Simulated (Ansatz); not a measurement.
Consider the formal exchange of groups at the Se–C bond: `C/N=C/[SeH]` + `[CH3][InH][Cl]` → `[CH3][In]([Cl])[SeH]` + `C=NC`.

Isolated molecules relaxed with PBE0-D4/def2-TZVP in Ansatz; ΔE leaves out vibrations. CCSD(T)/CBS is the MP2 limit (def2-TZVPP, def2-QZVPP) plus CCSD(T) − MP2 in def2-TZVPP, frozen cores. DFT in def2-TZVPP. def2 core potentials past Kr. For In, Se outer-core shells are correlated without core-valence functions, which leaves a few kJ/mol of doubt a bond. Scalar relativity is left out up to krypton. One conformer a species, not always the lowest.

| level | ΔE (eV) |
| --- | --- |
| PBE-D4 | -1.34 |
| ωB97X-V | -1.43 |
| B2PLYP | -1.46 |
| PBE | -1.35 |
| PBE0 | -1.43 |
| HF/def2-TZVPP | -1.62 |
| CCSD/def2-TZVPP | -1.49 |
| HF/CBS(def2) | -1.61 |

Task: What does CCSD(T)/CBS give? (An estimate is asked.)

Result: The calculation gave: -1.54 eV. The listed levels differ from it by 0.20, 0.11, 0.08, 0.19, 0.11, -0.08, 0.05, -0.07 eV.

Largest T1 diagnostic among the species: 0.012.

From PBE to PBE0 (25 % exact exchange), in def2-TZVPP and without D4, ΔE moves by −0.08 eV. In def2-TZVPP, CCSD(T) changes the Hartree–Fock value by +0.15 eV (the triples alone add +0.02 eV) and MP2 by +0.13 eV.
